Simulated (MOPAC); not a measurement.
A run for MOPAC: PM6 on LaO, 2S+1 = 2, a spin state set in the input, which need not be the lowest, a point of a bond scan (R = 1.899 Å).

```
PM6 1SCF PRECISE CHARGE=0 UHF MS=0.5 THREADS=1
LaO

La     0.00000000 1     0.00000000 1     0.00000000 1
O      0.00000000 1     0.00000000 1     1.89903200 1
```

Output:

```
*******************************************************************************
 **                                                                           **
 **                              MOPAC v23.2.5                                **
 **                                                                           **
 *******************************************************************************
 ** MOPAC's Digital Object Identifier: https://doi.org/10.5281/zenodo.6511958 **
 **                                                                           **
 ** Please cite the open-source release paper for use of this MOPAC version:  **
 ** J. E. Moussa and J. J. P. Stewart (2026)                                  **
 ** MOPAC: An open-source semiempirical molecular orbital program             **
 ** J. Open Source Softw., 11(119), 8025, https://doi.org/10.21105/joss.08025 **
 *******************************************************************************

                              PM6 CALCULATION RESULTS

 *******************************************************************************
 *  PM6        - The PM6 Hamiltonian to be used
 *  UHF        - UNRESTRICTED HARTREE-FOCK CALCULATION
 *
 *
 *
 *                 CHARGE ON SYSTEM = 0
 *
 *
 *
 *  MS=        - IN MECI, MAGNETIC COMPONENT OF SPIN =  0.5
 *  PRECISE    - TIGHTER CRITERIA TO BE USED
 *  1SCF       - DO 1 SCF AND THEN STOP
 *  THREADS=1  - MULTI-THREADING NOT USED
 *  T=         - A TIME OF 172800.0 SECONDS REQUESTED
 *  DUMP=N     - RESTART FILE WRITTEN EVERY 7200.0 SECONDS REQUESTED
 *******************************************************************************
PM6 1SCF PRECISE CHARGE=0 UHF MS=0.5 THREADS=1
 LaO

   ATOM   CHEMICAL          X               Y               Z
  NUMBER   SYMBOL      (ANGSTROMS)     (ANGSTROMS)     (ANGSTROMS)

     1      La          0.00000000  *   0.00000000  *   0.00000000  *
     2       O          0.00000000  *   0.00000000  *   1.89903200  *



          CARTESIAN COORDINATES

    NO.       ATOM           X           Y           Z

     1        La          0.0000      0.0000      0.0000
     2         O          0.0000      0.0000      1.8990

 General Reference for PM6:
 "Optimization of Parameters for Semiempirical Methods V: Modification of NDDO Approximations
 and Application to 70 Elements", J. J. P. Stewart, J. Mol. Mod., 13, 1173-1213 (2007)
 URL: https://link.springer.com/article/10.1007/s00894-007-0233-4

           Empirical Formula: O La  =     2 atoms



      MOLECULAR POINT GROUP   :   C*v


          UHF CALCULATION, NO. OF ALPHA ELECTRONS =    5
                           NO. OF BETA  ELECTRONS =    4

 -------------------------------------------------------------------------------
 PM6 1SCF PRECISE CHARGE=0 UHF MS=0.5 THREADS=1
 LaO



     1SCF WAS SPECIFIED, SO BFGS WAS NOT USED
     SCF FIELD WAS ACHIEVED


                              PM6 CALCULATION
                                                       MOPAC v23.2.5 Linux




          FINAL HEAT OF FORMATION =        -16.14420 KCAL/MOL =     -67.54732 KJ/MOL


          COSMO AREA              =        102.98 SQUARE ANGSTROMS
          COSMO VOLUME            =         96.92 CUBIC ANGSTROMS

          IONIZATION POTENTIAL    =          6.969944 EV
          ALPHA SOMO LUMO (EV)    =         -6.970  2.271
          BETA  SOMO LUMO (EV)    =         -9.361  2.169
          NO. OF ALPHA ELECTRONS  =          5
          NO. OF BETA  ELECTRONS  =          4
          MOLECULAR WEIGHT        =        154.9054         POINT GROUP:  C*v

          MOLECULAR DIMENSIONS (Angstroms)

            Atom       Atom       Distance
            O     2   La     1     1.89903
            O     2   La     1     0.00000
           La     1    O     2     0.00000


          SCF CALCULATIONS        =          1





   ATOM   CHEMICAL          X               Y               Z
  NUMBER   SYMBOL      (ANGSTROMS)     (ANGSTROMS)     (ANGSTROMS)

     1      La          0.00000000  *   0.00000000  *   0.00000000  *
     2       O          0.00000000  *   0.00000000  *   1.89903200  *

                             CARTESIAN COORDINATES

   1   La        0.000000000     0.000000000     0.000000000
   2    O        0.000000000     0.000000000     1.899032000


           Empirical Formula: O La  =     2 atoms



      MOLECULAR POINT GROUP   :   C*v


          ALPHA EIGENVALUES
 -21.90881  -9.04271  -9.04271  -8.31278  -6.96994   2.27091   2.52028   2.52028
   3.91502   3.91502   6.54705   6.54705   9.68549


           BETA EIGENVALUES
 -23.26134  -9.67710  -9.67710  -9.36089   2.16874   3.94972   3.94972   4.83102
   4.83102   6.39943   7.76483   7.76483  10.16701


              NET ATOMIC CHARGES AND DIPOLE CONTRIBUTIONS

  ATOM NO.   TYPE          CHARGE      No. of ELECS.   s-Pop       p-Pop       d-Pop
    1         La           0.661143        2.3389     0.66165     0.44982     1.22738
    2          O          -0.661143        6.6611     1.76155     4.89959
 DIPOLE           X         Y         Z       TOTAL
 POINT-CHG.     0.000     0.000    -6.031     6.031
 HYBRID         0.000    -0.000    -0.612     0.612
 SUM            0.000    -0.000    -6.642     6.642


          ATOMIC ORBITAL ELECTRON POPULATIONS

     Atom    s        px        py        pz      x^2-y^2     xz        z^2       yz        xy
    1 La   0.66165   0.05043   0.05043   0.34896   0.00000   0.29130   0.64478   0.29130   0.00000
    2  O   1.76155   1.65827   1.65827   1.58305


                    (SZ)    =    0.500000
                    (S**2)  =    0.823196


          ATOMIC ORBITAL SPIN POPULATIONS

    Atom   Total    s     px     py     pz   x^2-y^2  xz     z^2    yz     xy
         Atomic
    1 La  1.3542  0.429  0.012  0.012  0.281  0.000  0.085  0.451  0.085  0.000
    2  O -0.3542 -0.018 -0.097 -0.097 -0.142

 **********************
 *                    *
 * JOB ENDED NORMALLY *
 *                    *
 **********************




 == MOPAC DONE ==
```

The run finished.

Cost: around 0.03 core-seconds (rough).
